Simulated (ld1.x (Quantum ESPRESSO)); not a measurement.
## Configuration tests for bromine (Br) (TM semilocal)

ld1.x (Quantum ESPRESSO) 7.5 input, shortened:

```
&input
   title='Br', zed=35., rel=1, dft='PBE', iswitch=3,
   config='[Ar] 3d10 4s1.5 4p5.5 4d-2'
 /
 &inputp
   pseudotype=1, tm=.true., lloc=1,
   nlcc=.false.
 /
3
4S  1  0   1.50   0.00  1.35  1.35  0.0
4D  3  2  -2.00  -0.10  1.10  1.10  0.0
4P  2  1   5.50   0.00  1.25  1.25  0.0
 &test
   configts(1)='4s1.5 4p5.5'
 /
```

Energies are relative to the spin-unpolarised reference configuration 4s1.5 4p5.5; without spin polarisation the order of configurations can differ from experiment. The frozen-core shift is the all-electron ΔE with the core orbitals held at their reference shape minus the fully relaxed ΔE.

Q: Give the all-electron excitation energy and the error of the potential for: 4s2 4p5; 4s2 4p4; 4s2 4p3; 4s1 4p6; 4s1 4p5; 4s2 4p2; 4s2 4p1.

A:

| valence configuration | charge | ΔE all-electron (eV) | error AE − PS (meV) | frozen-core shift (meV) |
| --- | --- | --- | --- | --- |
| 4s2 4p5 | 0 | -6.162 | +3.3 | +0.9 |
| 4s2 4p4 | +1 | 6.392 | -0.2 | +1.8 |
| 4s2 4p3 | +2 | 29.153 | -8.1 | +15 |
| 4s1 4p6 | 0 | 6.210 | +2.1 | +1.2 |
| 4s1 4p5 | +1 | 19.397 | +4.5 | +7.8 |
| 4s2 4p2 | +3 | 63.135 | -27 | +64 |
| 4s2 4p1 | +4 | 109.160 | -63 | +188 |

Note: ghost state, extra bound levels that the all-electron valence spectrum of the same l lacks: d at -2.17 eV; the semilocal form is local in each channel, so this says nothing of the separable form that plane-wave codes build from it. A true bound ghost makes a file unfit for plane-wave use.
